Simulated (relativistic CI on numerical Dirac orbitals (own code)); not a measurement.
What each ingredient does to the levels of W⁶³⁺

Base calculation: Dirac-Coulomb-Breit CI, orbitals from a KLI potential per configuration, model QED (radiative potential, 1s self-energy scaled to tabulated hydrogen-like ionisation energies), unscaled Slater integrals.

Configuration list (outside the closed core [Ne]): 3s, 3p, 3d, 4s, 4p, 4d, 4f, 5s, 5p, 5d, 5f, 5g, 6s, 6p, 6d. Levels of other configurations are missing.

The lowest level and the first level of each name with at least 55 % of one term (blank where a level has no safe partner in the second run):

```
    Level  Base (eV)  Shift (eV)
 3s ²S1/2       0.00        0.00
3p ²P°1/2     159.80      -28.52
3p ²P°3/2     533.60     -402.32
 3d ²D3/2     720.46     -410.93
 3d ²D5/2     805.39     -495.86
 4s ²S1/2    3251.81     -293.61
4p ²P°1/2    3317.81     -304.26
4p ²P°3/2    3470.85     -457.30
 4d ²D3/2    3541.75     -459.80
 4d ²D5/2    3578.45     -496.51
4f ²F°5/2    3615.58     -493.30
4f ²F°7/2    3631.71     -509.42
 5s ²S1/2    4698.48     -402.41
5p ²P°1/2    4731.60     -407.34
5p ²P°3/2    4808.56     -484.30
 5d ²D3/2    4843.24     -485.33
 5d ²D5/2    4862.16     -504.25
5f ²F°5/2    4880.56     -502.96
5f ²F°7/2    4888.85     -511.25
 5g ²G7/2    4891.39     -510.74
 5g ²G9/2    4896.31     -515.66
 6s ²S1/2    5464.92     -451.51
```

At this charge energies of transitions that change n are usually good to better than 1 %, and those within a shell (Δn = 0) to a few per cent.

**Question.** One thing was changed in a second run, which moved the levels as shown. Which?
A. P86 correlation estimate
B. non-relativistic limit
C. QED terms removed
D. configuration mixing switched off
E. Breit term removed

**Answer.** B. Non-relativistic limit. Without relativity the fine structure collapses and s electrons lose their extra binding.
